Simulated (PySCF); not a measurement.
**Spinor energies of Nb³⁰⁺ (niobium, charge +30)**

Start: [Ne] 3s1; 3s1/2 filled at m_j = +1/2. Calculated with PySCF 2.14 in an even-tempered Gaussian basis (18 s from 4.9 bohr⁻², ratio 2.4; 13 p from 6.4 bohr⁻², ratio 2.4; 4 d from 21 bohr⁻², ratio 2.6; 4 f from 31 bohr⁻², ratio 2.6): generalised Hartree-Fock with the X2C-1e Hamiltonian and a Gaussian nucleus; one run each with spin-orbit coupling (SO) switched off, then screened by Boettger's factors.

```csv
spinor shell,electrons,"ε, spin-free (eV)","ε, screened SO (eV)",weight of nominal j (screened SO),"rms radius, screened SO (bohr)"
1s1/2,2,-20698.3,-20697.6,1.000,0.0414
2s1/2,2,-4255.9,-4255.7,1.000,0.167
2p1/2,2,-3970.1,-4038.7,1.000,0.146
3s1/2,1,-1684.6,-1684.6,1.000,0.405
```

**Question.** Where does 2p3/2 lie, and what is the 2p spin-orbit splitting (screened SO)?

**Answer.** At -3938.0 eV, 100.70 eV above 2p1/2.

| quantity | spin-free | screened SO |
| --- | --- | --- |
| E (hartree) | -3138.73791 | -3139.08649 |
| M_J | 1/2 | 1/2 |
| ⟨J²⟩ | 0.750 | 0.750 |
| ⟨L²⟩ | 0.000 | 0.003 |
| ⟨S²⟩ | 0.750 | 0.753 |

Each row is a mean over spinors that exchange with the open shell spreads, by up to 7.171 eV (2s1/2).

Breit and QED terms are absent; they matter most for the inner s and p1/2 levels.

Densities and radii are taken from the X2C orbitals without a picture-change correction, which distorts them close to the nucleus.

Without spin-orbit coupling the j labels of p, d and f shells carry no meaning; the spin-free column gives the mean over the occupied spinors of each nl shell.
